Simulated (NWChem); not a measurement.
System: CrSOClF; SMILES [F][Cr](=[S])(=[O])[Cl]

Here is an NWChem input.

```
start job
memory heap 200 mb stack 900 mb global 1100 mb
geometry units angstroms noautosym nocenter noautoz
  Cr     0.293673     0.080535     0.070784
  O      0.937504     0.142889     1.481273
  S     -1.040954     1.564398    -0.089463
  F      1.494120     0.253600    -1.127645
  Cl    -0.736218    -1.772343    -0.122692
end
basis spherical
  Cr library 6-31g*
  O library 6-31g*
  S library 6-31g*
  F library 6-31g*
  Cl library 6-31g*
end
dft
  xc pbe0
  iterations 150
end
property
  efieldgrad
end
task dft property
```

Structure relaxed at the PBE-D3(BJ)/def2-SVP level.

Vzz is the largest principal value of the second derivative of the potential at the nucleus (NWChem prints the opposite sign); η is the asymmetry. Non-relativistic.

Atoms are numbered as in the input.

### Question
Predict the main results of this run. (PBE0/6-31G* (spherical d).) Quantities: Vzz Cr1 (a.u.); η Cr1; Vzz O2 (a.u.); η O2; Vzz S3 (a.u.); η S3; Vzz Cl5 (a.u.); η Cl5.

### Answer
- Vzz Cr1 (a.u.) = -0.624
- η Cr1 = 0.09
- Vzz O2 (a.u.) = -0.423
- η O2 = 0.33
- Vzz S3 (a.u.) = -1.343
- η S3 = 0.57
- Vzz Cl5 (a.u.) = 1.658
- η Cl5 = 0.43
